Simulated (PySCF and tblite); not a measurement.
Results of a calculation; reference values are marked as such.
2 diastereomers of C₈H₁₄O₂, numbered alike:

```json
{"isomer": "A", "SMILES": "[CH3:1][O:2][C@H:3]1[C@H:4]2[CH2:5][CH2:6][C@:7]1([O:8][CH3:9])[CH2:10]2", "descriptors (one enantiomer)": "3S, 4S, 7S"}
{"isomer": "B", "SMILES": "[CH3:1][O:2][C@@H:3]1[C@H:4]2[CH2:5][CH2:6][C@:7]1([O:8][CH3:9])[CH2:10]2", "descriptors (one enantiomer)": "3R, 4S, 7S"}
```

Each isomer is a Boltzmann average at 298.15 K over at most 4 conformers: GFN2-xTB geometries, energies PBE0/pcSseg-1 (D3(BJ) added where defined), GFN2-xTB thermal terms. Programs: PySCF with density fitting and tblite.

Rank the isomers by free energy at 298.15 K.


```csv
isomer,ΔG (kcal/mol),"ΔE, lowest conformer",conformers,largest weight %,rms dipole (D)
A,0.0,0.0,4,39,1.83
B,4.3,4.1,4,64,1.67
```

ΔG is for one enantiomer.
